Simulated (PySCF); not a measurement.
A structure optimised at B3LYP-D3(BJ)/def2-SVP, used in a PySCF frequency run:

```
In
F 1 1.9665
S 1 2.4037 2 116.14
H 3 1.3552 1 92.36 2 180.00
S 1 2.4069 2 114.33 3 180.00
H 5 1.3554 1 91.40 2 0.00
```
Charge 0, spin multiplicity 1.

Question: Write its SMILES, formula and point group.

Answer: [F][In]([SH])[SH], FH₂InS₂, Cs

Question: What are its rotational constants (standard atomic weights)?

Answer: 3.5769, 1.6081, 1.1094 GHz
